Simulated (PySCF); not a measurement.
This script is equivalent to a calculation on Sr⁺ (strontium, charge +1).

```python
from pyscf import gto, scf, dft, mp, cc
import basis_set_exchange as bse
mol = gto.M(atom="Sr 0 0 0", charge=1, spin=1, symmetry="D2h",
            basis=gto.basis.parse(bse.get_basis("Sapporo-DKH3-DZP-2012", elements=["Sr"], fmt="nwchem", header=False)),
            nucmod="G")
mf = dft.UKS(mol, xc="B88,P86").sfx2c1e()
mf.irrep_nelec = {'Ag': (7, 6), 'B1g': (1, 1), 'B2g': (1, 1), 'B3g': (1, 1), 'B1u': (3, 3), 'B2u': (3, 3), 'B3u': (3, 3)}
mf.kernel()
```

Task: What total energy does it give?

Result: -3179.27 hartree (calculated).

Task: Which occupied shell lies highest, and where?

Result: 5s α, at -8.880 eV.

Task: What is ⟨S²⟩, and what would a pure spin state give?

Result: 0.750, against 0.75.
